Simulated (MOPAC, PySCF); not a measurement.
Constitutional and geometric isomers with formula C2H2OSi. Isolated molecules, 0 K electronic values unless said otherwise. Strings in code marks are SMILES.

Quantity: electronic energy of isomers of C2H2OSi relative to `C#C[SiH]=O`, in kcal/mol. Semi-empirical values (MOPAC) are differences of heats of formation.

Level 1: B3LYP/3-21G // PBE0-D3(BJ)/def2-TZVP (PySCF)
Level 2: SVWN5/6-31G* // PBE0-D3(BJ)/def2-TZVP (PySCF)
Level 3: HF/3-21G // PBE0-D3(BJ)/def2-TZVP (PySCF)
Level 4: PM7 // PBE0-D3(BJ)/def2-TZVP (MOPAC)

```
species         level 1  level 2  level 3  level 4
--------------  -------  -------  -------  -------
`O=[si]1cc1`       15.0    -5.83     20.0    -5.65
`O=C=C=[SiH2]`     1.75    -2.47     9.31     19.8
```
